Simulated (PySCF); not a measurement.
## TDDFT excited states: C4H13GeN

Species: GeHMe2(NHEt), C₄H₁₃GeN.
SMILES: `[H][Ge]([CH3])([CH3])[NH]CC`

Method: TDDFT CAM-B3LYP/def2-SVPD, vertical, gas phase, core orbitals frozen in the response (PySCF). One conformer (not necessarily the lowest) at the PBE0-D3(BJ)/def2-SVP geometry, without solvent, vibrations or thermal averaging. The CAM-B3LYP/def2-SVPD calculation is non-relativistic and has no spin–orbit coupling, an omission that weighs most on germanium.

Question: Predict the UV-vis stick spectrum at this level.

Answer: 

| state | E (eV) | λ (nm) | ν̃ (cm⁻¹) | f | main configurations (H = HOMO, L = LUMO) |
| --- | --- | --- | --- | --- | --- |
| S1 | 5.91 | 209.7 | 47690 | 0.022 | H→L (67%), H→L+1 (12%), H→L+4 (10%) |
| S2 | 6.66 | 186.1 | 53730 | 0.013 | H→L+1 (70%), H→L+2 (12%) |
| S3 | 6.79 | 182.5 | 54800 | 0.0047 | H→L+2 (54%), H→L (20%), H→L+3 (8%) |
| S4 | 7.02 | 176.7 | 56600 | 0.0075 | H→L+3 (70%), H→L+2 (17%) |
| S5 | 7.34 | 168.9 | 59220 | 0.022 | H→L+4 (56%), H→L+6 (19%) |
| S6 | 7.69 | 161.2 | 62020 | 0.044 | H→L+5 (47%), H→L+6 (17%), H→L+3 (9%) |
| S7 | 7.75 | 160.0 | 62490 | 0.049 | H→L+6 (41%), H→L+7 (20%), H→L+5 (13%) |
| S8 | 8.11 | 152.8 | 65430 | 0.052 | H-1→L (56%), H→L+7 (15%) |
| S9 | 8.20 | 151.2 | 66150 | 0.086 | H-1→L (25%), H→L+7 (22%), H→L+10 (12%) |
| S10 | 8.36 | 148.2 | 67460 | 0.017 | H→L+8 (71%) |
| S11 | 8.45 | 146.7 | 68140 | 0.043 | H→L+10 (54%), H→L+7 (24%) |
| S12 | 8.58 | 144.5 | 69200 | 0.0079 | H-2→L (72%) |
| S13 | 8.63 | 143.7 | 69570 | 0.0077 | H→L+9 (49%), H-1→L+1 (14%) |
| S14 | 8.77 | 141.4 | 70720 | 0.027 | H-3→L (28%), H-1→L+1 (18%), H-2→L+1 (15%) |
| S15 | 8.86 | 139.9 | 71500 | 0.058 | H-1→L+2 (35%), H-1→L+1 (19%), H-3→L (10%) |

Triplets, Tamm–Dancoff:

```json
{"state": "T1", "E (eV)": "5.66", "λ (nm)": "219.1", "main configurations (H = HOMO, L = LUMO)": "H→L (55%), H→L+4 (14%), H→L+1 (12%)"}
{"state": "T2", "E (eV)": "6.55", "λ (nm)": "189.3", "main configurations (H = HOMO, L = LUMO)": "H→L+2 (51%), H→L+1 (36%)"}
{"state": "T3", "E (eV)": "6.62", "λ (nm)": "187.4", "main configurations (H = HOMO, L = LUMO)": "H→L (33%), H→L+1 (24%), H→L+2 (14%)"}
{"state": "T4", "E (eV)": "6.78", "λ (nm)": "182.9", "main configurations (H = HOMO, L = LUMO)": "H→L+3 (53%), H→L+2 (15%), H→L+1 (11%)"}
```

The lowest singlet comes at 210 nm (570 kJ/mol) in the ultraviolet; it is weak; its leading configuration is HOMO→LUMO (67%). The strongest level in the table is S9 at 8.20 eV (151 nm, f = 0.086). Löwdin shares by element: HOMO nitrogen 56%, carbon 18% or more, germanium 7% (atoms not listed hold the other 19%); LUMO germanium 26%, carbon 21% or more, hydrogen 6% or more (atoms not listed hold the other 47%). Weighted by f, the mean energy of these states is 8.03 eV. Of the 15 states listed, 11 reach f = 0.01 and none stays under 0.0005. The listed states span 2.95 eV, and the widest gap between neighbours is 0.75 eV (S1 to S2). Only the lowest 15 singlets were computed, as vertical energies without vibronic structure.

Without π bonds the low states are Rydberg-like; a valence basis with one diffuse set may place them up to an eV too high.
